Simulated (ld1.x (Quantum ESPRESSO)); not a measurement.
**How hard is this Cr PAW potential?**

ld1.x (Quantum ESPRESSO) 7.5 input, shortened:

```
&input
   title='Cr', zed=24., rel=1, dft='PBE', iswitch=3,
   config='[Ar] 3d5 4s1 4p0'
 /
 &inputp
   pseudotype=3, lpaw=.true., tm=.true., lloc=-2, rcloc=1.45,
   nlcc=.true., new_core_ps=.true., rcore=0.90,
   which_augfun='PSQ', rmatch_augfun_nc=.true.
 /
6
3S  1  0   2.00   0.00  1.35  1.65  0.0
4S  2  0   1.00   0.00  1.35  1.65  0.0
3P  2  1   6.00   0.00  1.55  1.85  0.0
4P  3  1   0.00   0.00  1.55  1.85  0.0
3D  3  2   5.00   0.00  1.30  1.80  0.0
3D  3  2   0.00   0.50  1.30  1.80  0.0
 &test
   configts(1)='3s2 3p6 3d5 4s1 4p0'
 /
```

The pseudo-atom Hamiltonian at the reference potential is diagonalised in spherical Bessel functions j_l(qr) that vanish at 20 bohr, with q² up to the cutoff. All-electron valence levels (Ry): 3s -5.4382, 4s -0.2945, 3p -3.3400, 4p -0.0727, 3d -0.2141.

Q: How do the lowest levels (Ry) of each channel move with the cutoff, and are there ghosts?

A:

```csv
cutoff (Ry),s #1,s #2,p #1,p #2,p #3,d #1,f #1,f #2,Σ f·Δε (mRy)
8,-5.2545,-0.2281,-3.0797,-0.0396,0.0626,0.0464,0.1052,0.2270,3298.5
10,-5.3472,-0.2398,-3.2069,-0.0434,0.0607,0.0424,0.1052,0.2270,2318.0
15,-5.4207,-0.2568,-3.3210,-0.0491,0.0580,-0.0449,0.1052,0.2270,1032.6
18,-5.4347,-0.2676,-3.3326,-0.0509,0.0572,-0.1471,0.1052,0.2270,413.5
25,-5.4377,-0.2820,-3.3394,-0.0579,0.0543,-0.2040,0.1052,0.2270,67.4
30,-5.4378,-0.2901,-3.3396,-0.0655,0.0514,-0.2127,0.1052,0.2270,15.2
35,-5.4380,-0.2936,-3.3397,-0.0711,0.0495,-0.2137,0.1052,0.2270,5.2
45,-5.4382,-0.2943,-3.3399,-0.0722,0.0491,-0.2138,0.1052,0.2270,2.0
50,-5.4382,-0.2944,-3.3399,-0.0723,0.0491,-0.2140,0.1052,0.2270,1.0
60,-5.4382,-0.2945,-3.3400,-0.0725,0.0490,-0.2141,0.1052,0.2270,0.5
70,-5.4382,-0.2945,-3.3400,-0.0726,0.0490,-0.2141,0.1052,0.2270,0.3
400,-5.4383,-0.2945,-3.3400,-0.0726,0.0490,-0.2141,0.1052,0.2270,0.0
```

Result: no extra level below or beside the all-electron valence levels (s, p, d, f tested); 10 mRy is reached at 35 Ry and 1 mRy at 55 Ry.

Test run stopped at test 3 of 7 (negative rho).
